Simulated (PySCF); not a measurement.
Run record: geometry optimisation, `C[SiH2][SiH2]Cl`.

Computed with PBE0-D3(BJ)/def2-SVP geometry optimisation, gas phase (PySCF 2.14.0). Start geometry: GFN2-xTB. The command runs a driver script over a list of jobs; the input below is this job's line of settings and its coordinates in Å.

Command:
```bash
OMP_NUM_THREADS=1 python probes_run.py task.json out
```

Input:
```
{"job": {"xc": "PBE0", "basis": "def2-SVP", "d3": "d3bj", "grid": 1, "kind": "geom"}, "charge": 0, "multiplicity": 1}
C     -1.651451     0.137393     0.595558
Si    -0.318021    -0.622105    -0.524151
Si     1.704335     0.441988    -0.136219
Cl     3.249050    -0.832175    -0.473606
H     -1.736099     1.208496     0.435003
H     -1.428776    -0.019212     1.647361
H     -2.625414    -0.300714     0.399887
H     -0.284118    -2.069675    -0.269867
H     -0.758937    -0.463687    -1.919581
H      1.900139     0.931973     1.231674
H      1.954717     1.590389    -1.012022
```

Output:
```
step   0  E = -1080.74809587  max force = 0.016682
step   1  E = -1080.75245125  max force = 0.006836
step   2  E = -1080.75294406  max force = 0.002556
step   3  E = -1080.75307046  max force = 0.000613
step   4  E = -1080.75317624  max force = 0.002456
step   5  E = -1080.75332033  max force = 0.005118
step   6  E = -1080.75346119  max force = 0.002984
step   7  E = -1080.75363270  max force = 0.000405
step   8  E = -1080.75368568  max force = 0.000792
step   9  E = -1080.75378744  max force = 0.001322
step  10  E = -1080.75365629  max force = 0.002022
step  11  E = -1080.75380609  max force = 0.001445
step  12  E = -1080.75383431  max force = 0.000552
step  13  E = -1080.75383950  max force = 0.000427
optimisation converged
```

Energies in Eh; «max force» is the largest Cartesian gradient component in Eh/bohr.

Problem. At which steps does the energy rise by more than 1e-5 Eh?

Solution. At step 10 (+0.13 mEh).

Problem. Give the first gradient maximum in eV/Å.

Solution. With 1 Eh/bohr = 51.422 eV/Å, 0.858 eV/Å.

Summary of the converged run: final energy -1080.75384 Eh after 13 steps; dipole 2.43 D.

Problem. Give the final coordinates.

Solution. 0.387 Å rms from the input after alignment:
```
atom  x, y, z in Å
C1     0.7943    1.2640    0.1158
Si2    2.1843    0.3220   -0.7397
Si3    4.2608    1.3598   -0.4218
Cl4    5.6852    0.2490   -1.4563
H5     0.6995    2.2820   -0.2916
H6     0.9765    1.3405    1.1984
H7    -0.1659    0.7463   -0.0327
H8     2.2911   -1.0709   -0.2035
H9     1.9433    0.2386   -2.2139
H10    4.6589    1.4036    1.0177
H11    4.2878    2.7556   -0.9541
```

Hardware: Intel Xeon Platinum 8488C, one thread, no GPU, on a shared host. Cost: 63 s wall, 0.43 GiB resident at most.
Labels such as C1 count atoms from 1, the log's own numbers from 0.
